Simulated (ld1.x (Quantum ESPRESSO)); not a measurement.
**Scattering properties, PAW potential for ytterbium**

```json
{"Element": "Yb (Z = 70)", "Generator": "ld1.x (Quantum ESPRESSO) 7.5", "Type": "PAW", "Functional": "PBE", "Relativity": "fully relativistic", "Frozen core": "[Kr] 4d10 4f13", "Valence charge": "11", "Reference configuration": "5s2 5p6 5d1 6s1 6p0 (charge +1)", "Partial waves": "5s (bound): rcut 1.55, rcutus 1.65 bohr; 6s (bound): rcut 1.55, rcutus 1.65 bohr; 5p (bound): rcut 1.85, rcutus 2.30 bohr; 6p (bound, empty): rcut 1.85, rcutus 2.30 bohr; 5d (bound): rcut 2.60, rcutus 3.05 bohr; 5d channel at 1.7 Ry: rcut 2.60, rcutus 3.05 bohr", "Local potential": "all-electron potential smoothed inside 1.35 bohr (lloc = -1)", "Core correction": "Bessel-smoothed model core, default radius (core density twice the valence density)", "Augmentation charge": "BESSEL, radius 1.25 bohr"}
```

Open shells are filled in proportion to 2j + 1 (rel_dist='average').

The phase is arctan(r·u′/u) with u = r·R(r), unwrapped; energies in Ry, scanned from -7 to 5 Ry. A pole is an energy at which the radial function vanishes at the test radius. The pseudo phase is shifted by a multiple of π to meet the all-electron one at the reference energy, and phase errors are pseudo minus all-electron; the curves can meet again beyond the range given. Levels narrower than the energy grid can be missing from the lists of poles.

```json
{"channel": "s", "radius (bohr)": "3.30", "reference energy (Ry)": "-0.74", "poles, all-electron": "-4.83, 0.55", "poles, pseudo": "-4.83, 0.55, 3.95", "unbroken range about the reference energy with phases within 0.05 rad": "below 2.5", "phase error 1 Ry above the reference energy (rad)": "-0.000"}
{"channel": "p1/2", "radius (bohr)": "3.30", "reference energy (Ry)": "-0.47", "poles, all-electron": "-3.09, 1.42", "poles, pseudo": "-3.09, 1.26", "unbroken range about the reference energy with phases within 0.05 rad": "-4.5 to 1.9", "phase error 1 Ry above the reference energy (rad)": "-0.013"}
{"channel": "p3/2", "radius (bohr)": "3.30", "reference energy (Ry)": "-0.43", "poles, all-electron": "-2.60, 1.74", "poles, pseudo": "-2.60, 1.59", "unbroken range about the reference energy with phases within 0.05 rad": "below 2.4", "phase error 1 Ry above the reference energy (rad)": "-0.009"}
{"channel": "d3/2", "radius (bohr)": "3.30", "reference energy (Ry)": "-0.60", "poles, all-electron": "-0.25, 3.60", "poles, pseudo": "-0.25, 3.40", "unbroken range about the reference energy with phases within 0.05 rad": "below 4.1", "phase error 1 Ry above the reference energy (rad)": "-0.004"}
{"channel": "d5/2", "radius (bohr)": "3.30", "reference energy (Ry)": "-0.57", "poles, all-electron": "-0.19, 3.69", "poles, pseudo": "-0.19, 3.46", "unbroken range about the reference energy with phases within 0.05 rad": "below 4.0", "phase error 1 Ry above the reference energy (rad)": "-0.004"}
```

The ghost test of this file was not conclusive.

Phases in the d5/2 channel:

| E (Ry) | all-electron | pseudo |
| --- | --- | --- |
| -7.00 | 1.452 | 1.452 |
| -6.74 | 1.450 | 1.449 |
| -6.48 | 1.447 | 1.447 |
| -6.22 | 1.444 | 1.444 |
| -5.96 | 1.441 | 1.441 |
| -5.70 | 1.438 | 1.437 |
| -5.44 | 1.434 | 1.434 |
| -5.18 | 1.431 | 1.430 |
| -4.92 | 1.426 | 1.426 |
| -4.66 | 1.422 | 1.421 |
| -4.40 | 1.417 | 1.416 |
| -4.14 | 1.411 | 1.411 |
| -3.88 | 1.405 | 1.405 |
| -3.62 | 1.398 | 1.397 |
| -3.36 | 1.390 | 1.389 |
| -3.10 | 1.381 | 1.380 |
| -2.84 | 1.370 | 1.369 |
| -2.58 | 1.357 | 1.356 |
| -2.32 | 1.341 | 1.340 |
| -2.06 | 1.320 | 1.319 |
| -1.80 | 1.292 | 1.290 |
| -1.54 | 1.250 | 1.248 |
| -1.28 | 1.179 | 1.176 |
| -1.02 | 1.020 | 1.018 |
| -0.76 | 0.374 | 0.371 |
| -0.50 | -1.173 | -1.174 |
| -0.24 | -1.538 | -1.540 |
| 0.02 | -1.671 | -1.674 |
| 0.28 | -1.762 | -1.766 |
| 0.54 | -1.855 | -1.859 |
| 0.80 | -1.982 | -1.988 |
| 1.06 | -2.215 | -2.222 |
| 1.32 | -2.762 | -2.770 |
| 1.58 | -3.674 | -3.675 |
| 1.84 | -4.183 | -4.184 |
| 2.10 | -4.396 | -4.399 |
| 2.36 | -4.506 | -4.511 |
| 2.62 | -4.574 | -4.581 |
| 2.88 | -4.621 | -4.631 |
| 3.14 | -4.656 | -4.670 |
| 3.40 | -4.685 | -4.705 |
| 3.66 | -4.710 | -4.737 |
| 3.92 | -4.732 | -4.773 |
| 4.18 | -4.754 | -4.816 |
| 4.44 | -4.776 | -4.880 |
| 4.70 | -4.799 | -5.004 |
| 4.96 | -4.826 | -5.394 |
